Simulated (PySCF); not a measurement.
**Which determinant of FeSe lies lowest?**

Unrestricted PBE0; Fe def2-TZVPP, Se def2-TZVPP; no relativity (PySCF 2.14). Outer shells of the fragments: Fe 3d6 4s2; Se 3d10 4s2 4p4.

Followed along the bond (rough minima from three points):

```
2Ms+1        unpaired  ⟨S²⟩ at the start  R at minimum (Å)  Te (eV)
    5  σ ↑, π ↑↑, δ ↑               6.07              2.15     0.00
    5      π ↑↑, δ ↑↑               6.05              2.13     0.20
    5  σ ↑, π ↑, δ ↑↑               6.08              2.19     0.42
    3        π ↑, δ ↑               2.95              2.25     0.64
    3        π ↑, δ ↑                n/a              2.25     0.64
    3  σ ↑, π ↑↓, δ ↑               3.04              2.24     0.72
```

Solutions found at the starting distance of 2.240 Å, counted from the lowest of them; the search is not exhaustive and high or unbound solutions are not listed, so other states can lie among these:

| 2Ms+1 | unpaired | term | E (eV) | ⟨S²⟩ | ⟨Lz²⟩ | μ (D) |
| --- | --- | --- | --- | --- | --- | --- |
| 5 | σ ↑, π ↑↑, δ ↑ | ⁵Δ | 0.00 | 6.07 | 4.01 | -6.07 |
| 5 | π ↑↑, δ ↑↑ | ⁵Σ⁺ | 0.24 | 6.05 | 0.00 | -5.62 |
| 5 | σ ↑, π ↑, δ ↑↑ | ⁵Π | 0.36 | 6.08 | 1.01 | -5.82 |
| 3 | π ↑, δ ↑ | mixed | 0.57 | 2.95 | 5.02 | -4.15 |
| 3 | σ ↑, π ↑↓, δ ↑ | mixed | 0.65 | 3.04 | 4.53 | -4.78 |
| 7 | σ ↑↑, π ↑↑, δ ↑↑ | mixed | 0.73 | 12.02 | 0.59 | -1.58 |
| 3 | σ ↑, δ ↑ | mixed | 0.78 | 2.87 | 4.22 | -4.37 |
| 5 | σ ↑↑, π ↑, δ ↑ | mixed | 0.87 | 6.89 | 4.93 | -0.96 |
| 5 | σ ↑↑, π ↑, δ ↑ | mixed | 0.89 | 6.88 | 5.03 | -0.99 |
| 5 | π ↑↑↑, δ ↑ | mixed | 0.89 | 6.16 | 5.01 | -3.90 |

A term symbol is given only where ⟨S²⟩ and ⟨Lz²⟩ are close to those of a pure state; real π, δ and φ orbitals otherwise mix terms. A positive dipole means Fe(−)Se(+).

Spin–orbit coupling is left out. With d or f electrons several states lie close, and the lowest PBE0 determinant need not be the measured ground state.
